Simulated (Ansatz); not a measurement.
C$_{3}$H$_{9}$O$_{3}$Si (SMILES CO[Si](C)([O])OC), doublet, geometry from GFN2-xTB. Base run: PBE/6-31G (Ansatz, a program for electronic structure).

Geometry (Å):
```xyz
16

C      2.5904    -0.4302     0.2128
O      1.2900    -0.3571     0.7006
Si    -0.0159    -0.0984    -0.2347
C     -0.0192     1.9463    -0.2115
O     -0.1181    -0.4080    -1.7296
O     -1.1801    -0.3630     0.8707
C     -2.5347    -0.4424     0.5658
H      3.1591    -1.0899     0.8711
H      2.6138    -0.8210    -0.8050
H      3.0541     0.5610     0.2233
H     -0.9486     2.2388    -0.6701
H      0.8371     2.2431    -0.7931
H      0.0517     2.2205     0.8281
H     -3.0046    -1.1047     1.2956
H     -2.9973     0.5465     0.6400
H     -2.6955    -0.8337    -0.4393
```
Charge 0, spin multiplicity 2.
Orbitals are unrestricted.
All else is at Ansatz's defaults.

The base run was repeated with changes; each row names its change, and settings that it needs were set with it.

```
change                                   E (Eh)  SCF-reference <S^2>  core-seconds (rough)
-----------------------------------  ----------  -------------------  --------------------
base                                 -634.15924                0.753                    20
functional = hse06                   -634.16764                0.760                     8
functional = wB97X                   -634.59612                0.764                    30
functional = b3lyp                   -634.72713                0.758                     9
functional = wB97M-V                 -634.54406                0.761                    40
functional = blyp                    -634.60273                0.753                    20
functional = B2GP-PLYP               -633.93243                0.776                    20
functional = lc_wpbe                 -634.38674                0.767                    10
functional = r2scan                  -634.49767                0.758                    50
functional = pbe; dispersion = d3bj  -634.17205                0.753                    20
functional = B97M-V                  -634.56526                0.757                    70
functional = BHLYP                   -634.49936                0.770                     9
functional = hf                      -632.13833                0.774                    10
```

Total energies compare only within one method and basis.
